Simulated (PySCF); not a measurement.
**Radial density of Sn²⁺ (tin, charge +2)**

revPBE, [Kr] 4d10 5s2, closed-shell 1S. Computed with PySCF 2.14 in aug-cc-pVTZ-PP with ECP28MDF (6s5p4d2f, 55 functions), with a scalar-relativistic core potential. This is the valence pseudo-density: the core potential removes the inner electrons and smooths the orbitals near the nucleus.

```
r (bohr)  4πr²ρ (e/bohr)
 0.00444       1.478e-05
 0.00747       3.882e-05
  0.0126       9.137e-05
  0.0211       0.0001805
  0.0356       0.0003199
  0.0598       0.0006098
   0.101        0.002839
   0.169         0.03163
   0.285          0.5461
   0.479           8.014
   0.805           22.87
    1.35           8.712
    2.28           1.658
    3.83          0.1247
    6.45       0.0007818
```

Energies and moments cover only the electrons outside the core potential.
